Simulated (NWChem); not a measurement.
Which level was it?

C3H4B: 8 atoms, total charge 0, spin state doublet. SMILES: `BC1=C[CH]1`. The coordinates come from a GFN2-xTB relaxation.

```jsonl
{"atom": "B", "x (Å)": "-0.8002", "y (Å)": "1.2695", "z (Å)": "-0.4343"}
{"atom": "C", "x (Å)": "-0.0430", "y (Å)": "0.0681", "z (Å)": "-0.0208"}
{"atom": "C", "x (Å)": "1.1073", "y (Å)": "-0.8076", "z (Å)": "-0.0816"}
{"atom": "C", "x (Å)": "0.1244", "y (Å)": "-1.1434", "z (Å)": "0.7509"}
{"atom": "H", "x (Å)": "-0.3378", "y (Å)": "1.9998", "z (Å)": "-1.2270"}
{"atom": "H", "x (Å)": "-1.8550", "y (Å)": "1.4790", "z (Å)": "0.0347"}
{"atom": "H", "x (Å)": "2.0607", "y (Å)": "-1.0384", "z (Å)": "-0.4937"}
{"atom": "H", "x (Å)": "-0.2564", "y (Å)": "-1.8270", "z (Å)": "1.4718"}
```

A calculation with NWChem 7.3.0 gave:

```yaml
total_energy: -141.4310 Eh
dipole_moment: 3.81 D
HOMO_energy: -4.95 eV
LUMO_energy: -2.19 eV
⟨S²⟩: 0.751
largest_force: 1.464 eV/Å
```

Q: Which of these levels gave the numbers?
A. B3LYP/6-31G* (Cartesian functions)
B. HF/STO-3G
C. HF/3-21G
D. B3LYP/6-31G* (spherical functions)

A: A. The others give -138.7368 Eh (HF/STO-3G), -141.4282 Eh (B3LYP/6-31G* (spherical functions)), -139.6700 Eh (HF/3-21G).
